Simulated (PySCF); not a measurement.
**Os²⁺ (osmium, charge +2) across methods**

[Xe] 4f14 5d6, high-spin 5D determinant. Computed with PySCF 2.14 in def2-QZVPPD with the def2 core potential (60 electrons) (7s5p4d4f2g, 88 functions), with scalar relativity through the core potential.

| method | E (hartree) | mean ε 5p β (eV) | mean ε 5d α (eV) | mean ε 5d β (eV) | Σ⟨r²⟩ (bohr²) | ⟨S²⟩ |
| --- | --- | --- | --- | --- | --- | --- |
| BP86 | -89.7188 | -65.745 | -24.201 | -21.855 | 32.22 | 6.001 |
| LDA | -89.4135 | -65.608 | -24.247 | -21.704 | 32.48 | 6.001 |
| PBE0 | -89.6192 | -68.035 | -25.750 | -23.025 | 32.04 | 6.001 |
| PBE | -89.6438 | -65.540 | -24.136 | -21.643 | 32.25 | 6.001 |
| HSE06 | -89.6171 | -67.622 | -25.327 | -22.621 | 32.06 | 6.001 |
| UHF | -89.01203 | -74.303 | -29.862 | -26.152 | 31.82 | 6.004 |
| B97-3 | -89.6421 | -68.355 | -25.640 | -23.135 | 31.97 | 6.002 |
| CAM-B3LYP | -89.5698 | -69.589 | -27.060 | -24.549 | 32.17 | 6.001 |
| r2SCAN | -89.6613 | -66.303 | -24.483 | -21.659 | 31.97 | 6.003 |

Energies and moments cover only the electrons outside the core potential. Spin-orbit coupling, absent here, splits the open shell strongly.
